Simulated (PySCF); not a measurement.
Identify the unknown among the candidates.

All candidates are C5H13FSSi2.

| technique | computed result |
| --- | --- |
| 13C NMR | chemical shifts (computed TMS as zero) by class: 168.8 (1 C), 129.3 (1 C), 78.7 (1 C), 39.6 (1 C), 13.3 (1 C) ppm [GIAO PBE0/pcSseg-1] |
| 1H NMR | chemical shifts (computed TMS as zero) by class: 6.34 (1 H), 4.96 (2 H), 4.59 (3 H), 4.53 (2 H), 2.48 (2 H), 1.21 (3 H) ppm [GIAO PBE0/pcSseg-1] |
| NMR, other nuclei | isotropic shieldings of nuclei other than C and H, by class: 471 (1 F), 399 (1 Si), 412 (1 Si), 583 (1 S) ppm [GIAO PBE0/pcSseg-1] |
| Rotational structure | rotational constants A, B, C: 1.301, 0.512, 0.401 GHz [GFN2-xTB] |
| Dipole | 2.99 D [PBE0/pcSseg-1] |

Electronic properties: PySCF, gas phase, density fitting. Levels stand in brackets. Geometry: GFN2-xTB, one conformer, isolated molecule. Each NMR value is the plain mean over a class of atoms that symmetry, rotation or inversion makes alike.

Question: Which candidate is it?
A. `C/C=C\[C@H](F)[SiH2]SC[SiH3]`
B. `CC/C(=C/[SiH2]CF)S[SiH3]`
C. `CSC[Si@H]([SiH2]F)C1CC1`
D. `C[C@@H]1[SiH2]SC[C@]1(F)C[SiH3]`
E. `C=C[SiH2][C@](F)(C[SiH3])SC`

Answer: B. It is `CC/C(=C/[SiH2]CF)S[SiH3]`. Numbering: `[CH3:1][CH2:2]/[C:3](=[CH:4]/[SiH2:5][CH2:6][F:7])[S:8][SiH3:9]`. Its formula, C5H13FSSi2, gives 1 degree of unsaturation: 0 rings and 1 π bond in the structure found. 5 carbons fall into 5 classes; from least to most shielded: fully substituted alkene carbon [C3] (168.8 ppm), alkene CH carbon [C4] (129.3 ppm), sp3 C–F carbon [C6] (78.7 ppm), allylic carbon [C2] (39.6 ppm), methyl carbon [C1] (13.3 ppm). Hydrogen classes from least to most shielded: 1 H on an alkene CH carbon, C4 (6.34 ppm), 2 H on an sp3 C–F carbon, C6 (4.96 ppm), 3 H on an SiH3 silicon, Si9 (4.59 ppm), 2 H on an SiH2 silicon, Si5 (4.53 ppm), 2 H on an allylic carbon, C2 (2.48 ppm), 3 H on a methyl carbon, C1 (1.21 ppm). The other shieldings belong to: 471 ppm, alkyl fluorine [F7]; 399 ppm, SiH3 silicon [Si9]; 412 ppm, SiH2 silicon [Si5]; 583 ppm, sulfur bonded to C and Si [S8]. The optimised geometry has point group C1 and is an asymmetric top.

The others, at the same levels:
- `C=C[SiH2][C@](F)(C[SiH3])SC` fails: its computed 13C shifts are 146.3 (1 C), 139.6 (1 C), 105.9 (1 C), 21.6 (1 C), 16.6 (1 C) ppm, 1H shifts are 6.61 (1 H), 6.50 (1 H), 6.30 (1 H), 4.98 (1 H), 4.36 (1 H), 4.04 (3 H), 2.36 (3 H), 1.78 (1 H), 1.23 (1 H) ppm and rotational constant A is 1.162 GHz (against 1.301 GHz).
- `C[C@@H]1[SiH2]SC[C@]1(F)C[SiH3]` fails: its computed 13C shifts are 104.7 (1 C), 44.2 (1 C), 35.0 (1 C), 13.3 (1 C), 10.9 (1 C) ppm, 1H shifts are 4.87 (1 H), 4.56 (1 H), 3.94 (3 H), 3.24 (1 H), 2.84 (1 H), 1.90 (1 H), 1.31 (1 H), 1.27 (3 H), 1.26 (1 H) ppm and smallest rotational constant is 0.623 GHz (against 0.401 GHz).
- `C/C=C\[C@H](F)[SiH2]SC[SiH3]` fails: its computed 13C shifts are 139.6 (1 C), 134.0 (1 C), 90.1 (1 C), 19.5 (1 C), 10.9 (1 C) ppm, 1H shifts are 6.21 (1 H), 5.92 (1 H), 5.74 (1 H), 4.86 (1 H), 4.69 (1 H), 3.94 (3 H), 2.41 (1 H), 2.02 (3 H), 1.72 (1 H) ppm and rotational constant A is 1.392 GHz (against 1.301 GHz).
- `CSC[Si@H]([SiH2]F)C1CC1` fails: its computed 13C shifts are 26.5 (1 C), 22.7 (1 C), 7.5 (1 C), 2.9 (1 C), -8.4 (1 C) ppm, 1H shifts are 5.90 (1 H), 5.59 (1 H), 4.05 (1 H), 2.30 (1 H), 2.19 (3 H), 1.87 (1 H), 0.77 (1 H), 0.57 (1 H), 0.22 (1 H), 0.01 (1 H), -0.14 (1 H) ppm and rotational constant A is 0.891 GHz (against 1.301 GHz).

Each candidate is one conformer, not necessarily the lowest. The conformers computed, where there is a choice (atom-mapped SMILES and torsion angles):
- `[CH3:1][CH2:2]/[C:3](=[CH:4]/[SiH2:5][CH2:6][F:7])[S:8][SiH3:9]`: C1–C2–C3–C4 -2°, C3–C4–Si5–C6 176°, C4–Si5–C6–F7 59°, C2–C3–S8–Si9 67°
- `[CH2:1]=[CH:2][SiH2:3][C@:4]([F:5])([CH2:6][SiH3:7])[S:8][CH3:9]`: C1–C2–Si3–C4 127°, C2–Si3–C4–F5 76°, Si3–C4–C6–Si7 -179°, Si3–C4–S8–C9 -64°
- `[CH3:1]/[CH:2]=[CH:3]\[C@H:4]([F:5])[SiH2:6][S:7][CH2:8][SiH3:9]`: C2–C3–C4–F5 -150°, C3–C4–Si6–S7 -62°, C4–Si6–S7–C8 82°, Si6–S7–C8–Si9 -173°
- `[CH3:1][S:2][CH2:3][Si@H:4]([SiH2:5][F:6])[CH:7]1[CH2:8][CH2:9]1`: C1–S2–C3–Si4 -176°, S2–C3–Si4–Si5 65°, C3–Si4–Si5–F6 71°, C3–Si4–C7–C8 -102°

The conformers of `C[C@@H]1[SiH2]SC[C@]1(F)C[SiH3]` aren't listed.
